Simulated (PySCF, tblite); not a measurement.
Isomers of C5H6F4Si. Computed values, GFN2-xTB/tblite, gas phase, harmonic and unscaled. Against measured fundamentals such values can be off by several per cent, at times by over 20. Modes of hydrogen on silicon can be 10 to 20 % off. One conformer each.

Electronic energies: PBE0/pcSseg-1 single points on the GFN2-xTB geometries (PySCF, gas phase).

```json
{"SMILES": "C=CC[Si@@H](F)C(F)=C(F)F", "electronic energy, lowest = 0 (kcal/mol)": "0.0"}
{"SMILES": "F[C@@H]1C=C(C(F)(F)F)C[SiH2]1", "electronic energy, lowest = 0 (kcal/mol)": "2.7"}
{"SMILES": "F/C=C1/C[C@@H](C(F)(F)F)[SiH2]1", "electronic energy, lowest = 0 (kcal/mol)": "15.2"}
{"SMILES": "FC[C@@H]1[SiH2][C@H]1C(F)=C(F)F", "electronic energy, lowest = 0 (kcal/mol)": "56.9"}
```

How do GFN2-xTB zero-point energies change the relative energies?

```csv
SMILES,ZPE (kcal/mol),of it from modes above 1550 cm⁻¹,electronic (kcal/mol),"with ZPE, lowest = 0 (kcal/mol)",lowest mode (cm⁻¹),rings
C=CC[Si@@H](F)C(F)=C(F)F,61.9,30.1,0.0,0.0,20,0
F[C@@H]1C=C(C(F)(F)F)C[SiH2]1,61.4,26.1,2.7,2.2,27,1
F/C=C1/C[C@@H](C(F)(F)F)[SiH2]1,61.4,26.3,15.2,14.7,24,1
FC[C@@H]1[SiH2][C@H]1C(F)=C(F)F,61.1,26.5,56.9,56.1,41,1
```

The zero-point energies span 0.8 kcal/mol, from `FC[C@@H]1[SiH2][C@H]1C(F)=C(F)F` to `C=CC[Si@@H](F)C(F)=C(F)F`. The order is unchanged.

And how do the electronic energies of GFN2-xTB itself compare?

`C=CC[Si@@H](F)C(F)=C(F)F` 0.0; `F[C@@H]1C=C(C(F)(F)F)C[SiH2]1` 2.8; `F/C=C1/C[C@@H](C(F)(F)F)[SiH2]1` 9.2; `FC[C@@H]1[SiH2][C@H]1C(F)=C(F)F` 39.6 kcal/mol, lowest = 0. Against the energies above, taken from the same isomer `C=CC[Si@@H](F)C(F)=C(F)F`, the largest difference is 17.3 kcal/mol.
